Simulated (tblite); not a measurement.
Compound: C₆H₁₅GeN.
Atom-mapped SMILES: `[NH2:1][CH2:2][C@@H:3]1[CH2:4][CH2:5][CH2:6][GeH2:7][CH2:8]1` (hydrogens: H9, H10 on N1; H11, H12 on C2; H13 on C3; H14, H15 on C4; H16, H17 on C5; H18, H19 on C6; H20, H21 on Ge7; H22, H23 on C8)

Computed with GFN2-xTB (tblite), gas phase: L-BFGS steps from a force-field or distance-geometry start until the largest atomic force falls under 0.01 eV/Å.

Step 14: E = -688.7821 eV
```
atom  x, y, z in Å  |  force x, y, z in eV/Å
N1     -2.3849    0.6759    0.4765   -0.029   0.043   0.001
C2     -2.1275   -0.4292   -0.4403    0.028   0.054   0.010
C3     -0.6036   -0.5728   -0.6311   -0.005  -0.018   0.042
C4      0.0058   -0.8549    0.7455   -0.013  -0.016   0.116
C5      1.5059   -1.1424    0.8280   -0.013  -0.023   0.024
C6      2.4029   -0.0100    0.2943   -0.001  -0.092   0.018
Ge7     1.3323    1.5710   -0.2258   -0.023  -0.103   0.021
C8     -0.0750    0.7111   -1.3005   -0.035  -0.022  -0.013
H9     -2.4468    0.3477    1.4329   -0.005   0.027  -0.041
H10    -3.2408    1.1694    0.2573   -0.049  -0.102  -0.009
H11    -2.5524   -1.3856   -0.0902    0.030   0.070  -0.024
H12    -2.5843   -0.1939   -1.4056    0.020  -0.050  -0.006
H13    -0.4236   -1.4358   -1.2810    0.014   0.013  -0.008
H14    -0.5216   -1.7120    1.1765    0.016  -0.029  -0.011
H15    -0.2072    0.0087    1.3785    0.038   0.047   0.005
H16     1.7342   -2.0835    0.3162   -0.041   0.108  -0.060
H17     1.7269   -1.3095    1.8883    0.015   0.023  -0.087
H18     3.1859    0.2258    1.0160   -0.022  -0.022  -0.050
H19     2.9062   -0.3537   -0.6126    0.036   0.063   0.020
H20     2.1418    2.5711   -1.0094    0.057  -0.016  -0.077
H21     0.8001    2.3508    0.9380   -0.035   0.027   0.081
H22     0.3273    0.4813   -2.2908   -0.004   0.001   0.075
H23    -0.9061    1.3975   -1.4506    0.023   0.018  -0.026
```

Step 15: E = -688.7853 eV
```
atom  x, y, z in Å  |  force x, y, z in eV/Å
N1     -2.3895    0.6790    0.4737   -0.034   0.015  -0.016
C2     -2.1266   -0.4281   -0.4408   -0.028   0.068   0.038
C3     -0.6031   -0.5717   -0.6274   -0.063  -0.031   0.030
C4      0.0077   -0.8556    0.7470   -0.029   0.005   0.102
C5      1.5070   -1.1417    0.8259   -0.015  -0.046   0.014
C6      2.4039   -0.0102    0.2931   -0.001  -0.092   0.032
Ge7     1.3326    1.5689   -0.2238   -0.005  -0.009   0.034
C8     -0.0748    0.7109   -1.2968   -0.032  -0.026  -0.012
H9     -2.4475    0.3495    1.4305   -0.012   0.050  -0.055
H10    -3.2521    1.1603    0.2515   -0.034  -0.097   0.023
H11    -2.5550   -1.3831   -0.0882    0.050   0.081  -0.044
H12    -2.5832   -0.1930   -1.4075    0.047  -0.067   0.018
H13    -0.4297   -1.4350   -1.2766    0.051  -0.015  -0.041
H14    -0.5195   -1.7115    1.1792    0.010  -0.042  -0.003
H15    -0.2025    0.0090    1.3771    0.021   0.078   0.049
H16     1.7343   -2.0793    0.3114   -0.033   0.048  -0.089
H17     1.7296   -1.3140    1.8840    0.024   0.032  -0.053
H18     3.1858    0.2207    1.0160    0.004   0.005  -0.034
H19     2.9086   -0.3519   -0.6137    0.029   0.057   0.011
H20     2.1434    2.5710   -1.0070    0.046  -0.036  -0.075
H21     0.8021    2.3590    0.9369   -0.026  -0.006   0.065
H22     0.3280    0.4759   -2.2843    0.014   0.011   0.030
H23    -0.9042    1.3980   -1.4501    0.016   0.016  -0.024
```

Step 16: E = -688.7885 eV
```
atom  x, y, z in Å  |  force x, y, z in eV/Å
N1     -2.3946    0.6825    0.4707   -0.032   0.004  -0.036
C2     -2.1262   -0.4258   -0.4406   -0.060   0.053   0.045
C3     -0.6036   -0.5712   -0.6231   -0.085  -0.029   0.013
C4      0.0091   -0.8561    0.7500   -0.042   0.028   0.056
C5      1.5078   -1.1417    0.8238   -0.019  -0.050  -0.009
C6      2.4049   -0.0121    0.2926   -0.004  -0.047   0.029
Ge7     1.3328    1.5667   -0.2212    0.013   0.081   0.039
C8     -0.0751    0.7100   -1.2932   -0.015  -0.019   0.004
H9     -2.4484    0.3522    1.4273   -0.014   0.063  -0.043
H10    -3.2644    1.1495    0.2461   -0.036  -0.075   0.045
H11    -2.5567   -1.3792   -0.0871    0.049   0.062  -0.043
H12    -2.5813   -0.1935   -1.4092    0.060  -0.065   0.024
H13    -0.4349   -1.4344   -1.2728    0.074  -0.030  -0.050
H14    -0.5173   -1.7118    1.1820    0.002  -0.043   0.016
H15    -0.1974    0.0108    1.3768    0.003   0.085   0.085
H16     1.7339   -2.0745    0.3047   -0.029  -0.025  -0.112
H17     1.7328   -1.3180    1.8789    0.036   0.022   0.000
H18     3.1860    0.2157    1.0155    0.031   0.026  -0.006
H19     2.9115   -0.3491   -0.6145    0.019   0.040  -0.001
H20     2.1459    2.5702   -1.0061    0.026  -0.064  -0.062
H21     0.8035    2.3672    0.9371   -0.012  -0.041   0.040
H22     0.3291    0.4708   -2.2774    0.032   0.015  -0.015
H23    -0.9021    1.3990   -1.4500    0.005   0.010  -0.020
```

Question: Estimate the geometry and energy of step 17. (The exact step hangs on the optimiser's Hessian estimate; all steps are aligned on step 16, rigid shifts and turns removed.)

Answer: E = -688.7918 eV, largest force 0.149 eV/Å
```
atom  x, y, z in Å  |  force x, y, z in eV/Å
N1     -2.4009    0.6865    0.4667   -0.025   0.006  -0.042
C2     -2.1267   -0.4226   -0.4398   -0.058   0.016   0.026
C3     -0.6054   -0.5713   -0.6182   -0.062  -0.013  -0.005
C4      0.0097   -0.8560    0.7543   -0.044   0.044   0.001
C5      1.5081   -1.1427    0.8214   -0.021  -0.039  -0.033
C6      2.4059   -0.0148    0.2925   -0.005   0.024   0.016
Ge7     1.3334    1.5656   -0.2178    0.024   0.131   0.030
C8     -0.0757    0.7086   -1.2891    0.011  -0.003   0.020
H9     -2.4497    0.3565    1.4233   -0.009   0.069  -0.015
H10    -3.2788    1.1364    0.2411   -0.056  -0.038   0.056
H11    -2.5579   -1.3741   -0.0867    0.026   0.013  -0.022
H12    -2.5782   -0.1952   -1.4107    0.055  -0.049   0.009
H13    -0.4391   -1.4343   -1.2696    0.080  -0.026  -0.033
H14    -0.5149   -1.7130    1.1854   -0.008  -0.027   0.038
H15    -0.1917    0.0144    1.3781   -0.014   0.060   0.101
H16     1.7329   -2.0699    0.2952   -0.033  -0.087  -0.116
H17     1.7370   -1.3221    1.8735    0.042  -0.001   0.043
H18     3.1869    0.2108    1.0148    0.048   0.038   0.023
H19     2.9150   -0.3452   -0.6154    0.004   0.019  -0.011
H20     2.1491    2.5683   -1.0063    0.006  -0.086  -0.047
H21     0.8049    2.3754    0.9381    0.001  -0.069   0.020
H22     0.3310    0.4655   -2.2703    0.043   0.018  -0.046
H23    -0.8997    1.4001   -1.4503   -0.003  -0.001  -0.014
```

The energy changes by -0.0033 eV. The first-order estimate −F·Δx gives -0.0046 eV and the mean of the old and new forces, exact on a quadratic surface, -0.0034 eV. The step makes an angle of 68° with the force vector and moves no atom by more than 0.020 Å.

What follows is the cost of the whole relaxation. On an Arm Neoverse V2 with one thread, shared host, this took 1.2 s.
